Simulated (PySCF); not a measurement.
C6H3ClN (charge -1).
SMILES: `N#Cc1ccc[c-]1Cl`

The closed-shell SCF was solved with PySCF and density fitting under several settings on one GFN2-xTB geometry (grid level 2 and gas phase unless stated).

```csv
settings,basis functions,SCF cycles,E (Eh),HOMO (eV),LUMO (eV)
PBE0/pcSseg-1,158,14,-744.8761,-1.31,4.80
X3LYP/def2-SVP,131,15,-744.8834,-0.77,5.10
```

Problem. Estimate the rows for these settings: (1) PBE0/Sadlej pVTZ, fitting basis def2-qzvpp-jkfit; (2) PBE0/def2-SVPD, start guess atom.

Solution. 
```tsv
settings	basis functions	SCF cycles	E (Eh)	HOMO (eV)	LUMO (eV)
PBE0/Sadlej pVTZ, fitting basis def2-qzvpp-jkfit	227	11	-744.9949	-1.44	2.81
PBE0/def2-SVPD, start guess atom	191	11	-744.5986	-1.44	4.22
```

Problem. Over all rows, what range does the HOMO–LUMO gap span?

Solution. From 4.25 eV (PBE0/Sadlej pVTZ, fitting basis def2-qzvpp-jkfit) to 6.11 eV (PBE0/pcSseg-1).

Problem. Compare two rows with the functional PBE0: PBE0/Sadlej pVTZ, fitting basis def2-qzvpp-jkfit and PBE0/def2-SVPD, start guess atom. Which energy is lower, and by how much?

Solution. PBE0/Sadlej pVTZ, fitting basis def2-qzvpp-jkfit (227 functions) lies 0.3963 Eh or 249 kcal/mol below PBE0/def2-SVPD, start guess atom (191 functions).

Cycle counts include a coarse-grid stage where the run had one.
